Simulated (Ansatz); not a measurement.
Z-matrix (Å, degrees):
```
C
O 1 1.268
B 1 1.593 2 120.9
O 1 1.298 2 114.4 3 180.0
H 2 1.032 1 101.8 3 0.0
Se 3 1.845 1 112.0 2 -0.0
H 3 1.199 1 116.7 2 180.0
H 4 0.968 1 108.2 2 -180.0
```

The species carries charge 0 and has multiplicity 1. The bonds changed during the relaxation, so this is another structure than the one it started from.

**Question.** List the CAM-B3LYP/def2-TZVPP orbital energies in eV (the Gaussian-basis code of Ansatz). (Best estimate.)

**Answer.** Ansatz gave: Occupied: -12351.76, -1580.96, -1419.17, -1419.14, -1419.11, -525.82, -525.19, -284.00, -213.54, -186.13, -157.63, -157.56, -157.44, -58.45, -58.42, -58.33, -58.28, -58.26, -34.86, -32.76, -21.82, -20.97, -18.58, -17.87, -16.23, -15.63, -14.33, -13.01, -12.01, -10.22, -8.40, -7.73. Lowest empty: -1.94, 0.72, 1.67, 2.16, 3.28, 3.35, 3.98, 4.65.
